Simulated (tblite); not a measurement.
Problem. What does the GFN2-xTB structure of InChI=1S/C6H13PS2/c1-2-7(8)3-5-9-6-4-7/h2-6H2,1H3 look like in three dimensions?

Solution. 
Z-matrix in Å and degrees, rows numbered from 1:
```
C 
C   1  1.5220
P   2  1.8477  1  110.34
S   3  1.9370  2  116.04  1    56.44
C   3  1.8503  2  103.92  1  -177.53
C   5  1.5187  3  108.91  2   169.56
S   6  1.8195  5  111.55  3   -69.50
C   7  1.8192  6   98.84  5    66.69
C   8  1.5181  7  111.53  6   -66.95
H   1  1.0885  2  110.96  3    69.94
H   1  1.0877  2  110.61  3  -169.66
H   1  1.0898  2  109.76  3   -49.83
H   2  1.0922  1  111.63  3  -122.22
H   2  1.0950  1  110.40  3   116.89
H   5  1.0923  3  110.70  2    47.45
H   5  1.0955  3  107.18  2   -71.48
H   6  1.0930  5  110.77  3    50.88
H   6  1.0900  5  111.50  3   172.81
H   8  1.0931  7  108.08  6    54.98
H   8  1.0898  7  105.58  6   171.83
H   9  1.0922  3  110.62  2   -46.70
H   9  1.0948  3  107.22  2    72.46
```

All 3 C–C bonds measure 1.518 to 1.522 Å. Of the pairs four or more bonds apart, S4···H19 is among the closest relative to their van der Waals radii: 3.00 Å, 100 % of the sum of Bondi's values. All 3 C–P bonds measure 1.848 to 1.850 Å. The 6-membered ring P3–C5–C6–S7–C8–C9 has internal angles of 98.8° to 111.6°; it is puckered, 0.31 Å rms from its mean plane, widest ring torsion 70°.

The geometry is computed with GFN2-xTB (gas phase).

Point group: C1 (no symmetry element, even within 0.4 Å). Its GFN2-xTB frequencies are all real (lowest 58 cm⁻¹). The numbers are those of one conformer (C1–C2–P3–S4 56°, C2–P3–C5–C6 170°, P3–C5–C6–S7 -70°, C5–C6–S7–C8 67°, C6–S7–C8–C9 -67°). 3 starts were optimised and ended at 0.00, 0.49 and 3.19 kcal/mol (GFN2-xTB); the lowest of these is shown.
